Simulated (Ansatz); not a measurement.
`F[Si](Cl)(Cl)O[SiH3]` + H₂ → `F[SiH](Cl)Cl` + `O[SiH3]` at 700 K and 1 bar (hydrogenolysis of the Si–O bond).

Program: Ansatz. Geometries: PBE0-D4/def2-TZVP. ΔE: electronic, gas phase. CBS: MP2 limit from def2 TZ/QZ plus the TZ coupled-cluster correction, frozen cores. This one scheme is used for every species. One conformer a species, not always the lowest.

| species | CCSD(T)/CBS energy (Eh) | H − E (kJ/mol) | S (J/(mol·K)) |
| --- | --- | --- | --- |
| `F[Si](Cl)(Cl)O[SiH3]` | -1674.75713 | 183.8 | 541.6 |
| H₂ | -1.17544 | 46.8 | 155.3 |
| `F[SiH](Cl)Cl` | -1309.19911 | 90.0 | 382.9 |
| `O[SiH3]` | -366.69042 | 144.6 | 321.6 |

H − E and S are ideal-gas, rigid-rotor, harmonic terms from PBE0-D4/def2-TZVP, for one conformer and one mirror image of each species. For small species the MP2-based limit differs from directly extrapolated CCSD(T) by up to some mEh (0.8 for H₂); such offsets cancel only in part. 1 Eh = 2625.50 kJ/mol, R = 8.31446 J/(mol·K).

By hand: ΔE, ΔH, ΔS and ΔG.

ΔE = (-1309.19911) + (-366.69042) − (-1674.75713) − (-1.17544) = 0.04304 Eh = 113.0 kJ/mol. Δ(H − E) = 90.0 + 144.6 − 183.8 − 46.8 = 4.0, so ΔH = 117.0 kJ/mol. ΔS = 382.9 + 321.6 − 541.6 − 155.3 = 7.6 J/(mol·K). ΔG = 117.0 − 700 × (7.6)/1000 = 111.7 kJ/mol.

By hand: the equilibrium constant, and the temperature at which ΔG would vanish if ΔH and ΔS stayed fixed.

log₁₀ K = −ΔG/(RT ln 10) = -8.3. ΔG = 0 at ΔH/ΔS = 15395 K, far beyond where these terms or the molecules hold.

The number of gas molecules stays the same, so ΔS is small and ΔH decides. A doubt of 5 kJ/mol in ΔE shifts log₁₀ K by 0.4 here. Other conformers and mirror images would add mixing entropy, several J/(mol·K) or more a flexible species. Modes under 60 cm⁻¹, often nearly free rotors, make the harmonic entropy too high. These are equilibria of isolated gas molecules and say nothing of rates. Largest T1 diagnostic: 0.011 (customary marks: 0.02 for closed shells, 0.045 for open ones).
